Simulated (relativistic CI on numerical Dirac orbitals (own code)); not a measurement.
## Ir⁵⁺: resonant inelastic scattering at the O2,3 edge

Computed with this model: Dirac-Coulomb-Breit CI, KLI orbitals optimised for each configuration, model QED (radiative potential, 1s self-energy scaled to tabulated hydrogen-like ionisation energies), Kramers-Heisenberg scattering through one core-hole configuration in a parametric crystal field, unscaled Slater integrals; configurations [Xe] 4f14 5d4 → [Kr] 4d10 4f14 5s2 5p5 5d5; 300 K; core-hole width 1 eV; summed over polarisations. Incident energies are the highest absorption maxima for each field (at most a few, so the weaker spin-orbit partner edge can be absent), on the computed scale of the free ion. Intensities are in per cent of the strongest line above 0.02 eV; levels within 1 cm⁻¹ are merged; final levels count from the ground level, the first row holds all elastic scattering, lines under 0.4 are left out and each table stops after 24 rows. The scale of the Slater integrals is a model choice and moves the terms in proportion.

Field parameters in Wybourne normalisation: D4h B²₀ = −7Ds, B⁴₀ = 21(Dq − Dt), B⁴₄ = 21√(5/14) Dq. The field is a parameter set, without covalency.

S is read from ⟨S²⟩ = S(S + 1).

D4h, 10Dq = 36550, Ds = -1500, Dt = 170 cm⁻¹:

```
Final level (eV)  Degeneracy  Irrep     S  54 eV  56 eV  58.6 eV
           0.000           1     A1  1.10  390.3  818.7    263.0
           0.529           2      E  1.14   49.0  100.0     33.0
           1.002           1     A2  1.14   19.1    4.6      9.0
           1.230           1     A1  1.09    5.7    7.2     10.8
           1.335           1     B2  0.92    6.4   11.0     10.1
           1.359           2      E  1.01    4.9    9.3     11.1
           1.376           1     B1  1.06    2.9    4.2     13.9
           2.348           1     B2  1.32   14.1    9.6      6.8
           2.408           1     B1  1.37    5.4    8.0     27.3
           2.572           1     A1  1.84   14.0   76.8     16.9
           2.588           2      E  1.87    3.4   18.7      3.6
           2.689           1     B1  1.36    0.5    7.8      7.9
           2.705           1     B2  1.37    7.6   10.3      1.0
           2.903           2      E  0.65    6.2   16.4     10.3
           3.084           1     A1  0.67    1.9   11.2     21.8
           3.174           1     B1  1.85    2.5   16.7     11.7
           3.187           2      E  1.78   13.4   12.0     12.1
           3.205           1     A2  1.84    1.6    0.8      4.3
           3.218           1     A1  1.73    4.5   18.3      0.9
           4.470           1     A1  0.78    4.2   18.3     78.0
           4.714           2      E  1.05    4.1   10.7     28.6
           4.781           1     A2  0.97    9.4   12.1     21.4
           4.895           1     A2  1.15    9.2    8.2      6.8
           5.029           1     B1  1.07    3.8    7.0     14.3
```

D4h, 10Dq = 36550, Ds = -860, Dt = 170 cm⁻¹:

```tsv
Final level (eV)	Degeneracy	Irrep	S	53.9 eV	56 eV	58.6 eV
0.000	1	A1	1.10	432.3	926.3	304.4
0.588	2	E	1.14	49.8	100.0	30.5
0.860	1	A2	1.15	21.4	17.5	9.7
1.175	1	A1	1.09	4.8	4.8	16.7
1.259	2	E	1.00	6.4	12.4	11.7
1.281	1	B2	0.94	6.1	8.3	10.6
1.300	1	B1	1.07	3.6	4.6	18.0
2.428	1	B2	1.16	10.6	9.9	5.3
2.500	1	B1	1.26	5.5	9.2	31.6
2.653	1	A1	1.78	12.1	58.6	19.5
2.657	2	E	1.76	9.9	20.6	3.4
2.703	1	B1	1.59	0.5	4.4	5.6
2.739	1	B2	1.50	8.7	10.6	1.3
2.798	2	E	1.04	4.4	16.0	8.9
2.967	1	A1	1.45	5.2	23.7	19.0
2.995	1	B1	1.73	4.1	24.5	6.3
3.000	2	E	1.68	11.7	9.9	10.5
3.014	1	A2	1.85	1.3	0.9	3.7
3.076	1	A1	1.18	3.6	20.4	3.9
4.364	1	A1	0.73	3.9	24.8	96.3
4.719	2	E	1.05	4.8	11.4	36.8
4.816	1	A2	0.99	5.4	9.8	23.7
4.908	1	A2	1.13	11.2	9.5	5.2
5.043	1	A1	0.89	2.5	12.8	15.3
```

D4h, 10Dq = 36550, Ds = -210, Dt = 170 cm⁻¹:

| Final level (eV) | Degeneracy | Irrep | S | 53.9 eV | 56 eV | 59.2 eV |
| --- | --- | --- | --- | --- | --- | --- |
| 0.000 | 1 | A1 | 1.10 | 385.8 | 838.1 | 314.3 |
| 0.649 | 2 | E | 1.15 | 43.3 | 76.4 | 20.9 |
| 0.740 | 1 | A2 | 1.16 | 20.3 | 32.4 | 6.0 |
| 1.166 | 1 | A1 | 1.09 | 3.1 | 3.0 | 15.5 |
| 1.201 | 2 | E | 0.99 | 6.9 | 11.8 | 16.7 |
| 1.235 | 1 | B2 | 0.96 | 4.7 | 5.5 | 11.0 |
| 1.235 | 1 | B1 | 1.08 | 3.3 | 3.5 | 13.2 |
| 2.530 | 1 | B2 | 0.98 | 6.6 | 10.5 | 9.5 |
| 2.602 | 1 | B1 | 1.10 | 4.6 | 10.4 | 51.3 |
| 2.625 | 2 | E | 1.32 | 16.8 | 20.9 | 23.6 |
| 2.697 | 1 | A1 | 1.53 | 7.9 | 21.6 | 46.1 |
| 2.817 | 1 | B2 | 1.62 | 8.0 | 6.6 | 2.6 |
| 2.831 | 2 | E | 1.68 | 3.1 | 8.6 | 6.2 |
| 2.842 | 1 | A2 | 1.85 | 0.9 | 1.8 | 3.9 |
| 2.850 | 2 | E | 1.53 | 5.9 | 9.6 | 4.3 |
| 2.861 | 1 | A1 | 1.86 | 7.5 | 39.5 | 21.3 |
| 2.920 | 1 | B1 | 1.43 | 4.3 | 26.8 | 2.7 |
| 2.986 | 1 | A1 | 0.97 | 2.2 | 20.3 | 5.1 |
| 4.297 | 1 | A1 | 0.71 | 4.0 | 24.4 | 100.0 |
| 4.713 | 2 | E | 1.04 | 5.0 | 10.2 | 45.1 |
| 4.845 | 1 | A2 | 1.02 | 2.6 | 6.1 | 25.4 |
| 4.937 | 1 | A2 | 1.11 | 9.1 | 6.9 | 3.5 |
| 5.048 | 1 | A1 | 0.88 | 1.9 | 11.0 | 4.1 |
| 5.094 | 2 | E | 1.11 | 12.7 | 15.7 | 17.2 |

For the first field the strongest loss at the lowest incident energy is the level at 0.53 eV (S = 1.14, against 1.10 in the thermal ground state). Levels of other spin, the first over 8 % at 2.57 eV, appear because spin-orbit coupling of the core hole, and in heavier ions of the valence shell too, mixes spins.
